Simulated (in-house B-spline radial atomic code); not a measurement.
Radial electron density of Pt8+, [Xe] 4f14 5d2. Level of theory: scalar-relativistic (X2C) M06-2X, spin-polarised, spherical fractional occupations, Fermi nucleus of rms radius 5.427 fm; calculated with a radial B-spline atomic code at the basis-set limit.

Caution: exact exchange at fractional occupations of open shells leaves self-interaction of up to several eV.

One-electron X2C: radii and densities carry no picture-change correction, so inner-shell <1/r> comes out high (for 1s by about 2 % at Z = 33, 5 % at 54, 10 % at 75, 30 % at 118) and <r> low.

Columns: r (bohr), 4πr²n(r) (electrons per bohr), bar.

```
0.000316    3.477 #
0.000388    4.609 #
0.000478    6.113 ##
0.000589    8.076 ##
0.000724    10.59 ###
0.000892    13.86 ####
  0.0011    18.08 ######
 0.00135    23.27 #######
 0.00166    29.77 #########
 0.00205    37.87 ############
 0.00252    47.28 ##############
  0.0031    58.17 ##################
 0.00382    70.27 #####################
  0.0047    82.75 #########################
 0.00578     94.6 #############################
 0.00712    104.5 ################################
 0.00876    110.6 ##################################
  0.0108    111.8 ##################################
  0.0133      108 #################################
  0.0163    101.3 ###############################
  0.0201    95.54 #############################
  0.0248     96.6 #############################
  0.0305    107.8 #################################
  0.0375    126.3 #######################################
  0.0462    142.4 ###########################################
  0.0568    144.2 ############################################
    0.07    129.8 ########################################
  0.0861    114.2 ###################################
   0.106    115.5 ###################################
    0.13    130.3 ########################################
   0.161    131.7 ########################################
   0.198    105.1 ################################
   0.243    77.14 ########################
   0.299    75.35 #######################
   0.369    86.19 ##########################
   0.454    77.84 ########################
   0.558    52.52 ################
   0.687    31.57 ##########
   0.846    21.58 #######
    1.04    15.28 #####
    1.28    8.599 ###
    1.58    3.346 #
    1.94   0.9021 
    2.39    0.154 
    2.94  0.01648 
    3.62 0.0009727 
    4.46 1.886e-05
```

On this grid the curve has 4 maxima, near 0.0108, 0.0568, 0.161, 0.369 bohr.

The 5p down radial function P(r) = rR(r), positive near the nucleus:

```
r (bohr)         P
0.000478  0.001204
0.000724  0.002158
  0.0011  0.003954
 0.00166  0.007289
 0.00252   0.01371
 0.00382   0.02579
 0.00578   0.04795
 0.00876   0.08703
  0.0133    0.1502
  0.0201    0.2346
  0.0305    0.3094
  0.0462    0.2838
    0.07   0.04554
   0.106   -0.3327
   0.161   -0.3772
   0.243    0.2376
   0.369    0.6322
   0.558    -0.179
   0.846    -1.113
    1.28   -0.8925
    1.94   -0.2469
    2.94  -0.01784
```
